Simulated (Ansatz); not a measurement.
`F[CH2][AlH][SiH3]`, 10 atoms. Total charge 0; spin multiplicity 1. All runs use 2 threads of an Arm Neoverse V1 on a shared host. Correlated methods freeze the cores.

Problem. Give the basis size and wall time and peak host memory of each of these runs in Ansatz. RKS PBE0-D4/def2-TZVP frequencies; RHF-MP2/def2-QZVPP energy; RKS PBE0-D4/def2-TZVPP energy; RKS HSE06 (plane-wave form)-D4/def2-TZVPP energy; direct RPA on PBE orbitals/def2-TZVPP energy; RKS PBE0-D4/def2-QZVPP energy; RKS PBE0-D4/def2-TZVP relaxation (8 steps); RKS ωB97M-V/def2-QZVPP energy; RKS r2SCANh-D4/def2-TZVPP energy; RKS PBE0-D4/def2-SVP energy; RKS ωB97M-V/def2-SVP energy; RKS r2SCAN0-D4/def2-TZVPP energy. (Estimate.)

Solution. Ansatz gave: Other jobs shared the machine, so times are rough.

| level | job | functions | wall time | peak host memory (GiB) |
| --- | --- | --- | --- | --- |
| RKS PBE0-D4/def2-SVP | energy | 94 | 1.6 s | 0.41 |
| RKS PBE0-D4/def2-TZVPP | energy | 230 | 4.1 s | 0.49 |
| RKS HSE06 (plane-wave form)-D4/def2-TZVPP | energy | 230 | 4.2 s | 0.52 |
| RKS r2SCAN0-D4/def2-TZVPP | energy | 230 | 7 s | 0.51 |
| RKS ωB97M-V/def2-SVP | energy | 94 | 7 s | 0.41 |
| direct RPA on PBE orbitals/def2-TZVPP | energy | 230 | 7 s | 0.44 |
| RKS r2SCANh-D4/def2-TZVPP | energy | 230 | 7.5 s | 0.51 |
| RKS PBE0-D4/def2-QZVPP | energy | 434 | 12 s | 1.2 |
| RHF-MP2/def2-QZVPP | energy | 434 | 27 s | 2.1 |
| RKS ωB97M-V/def2-QZVPP | energy | 434 | 28 s | 1.5 |
| RKS PBE0-D4/def2-TZVP | relaxation (8 steps) | 172 | 36 s | 0.38 |
| RKS PBE0-D4/def2-TZVP | frequencies | 172 | 2.8 min | 0.41 |
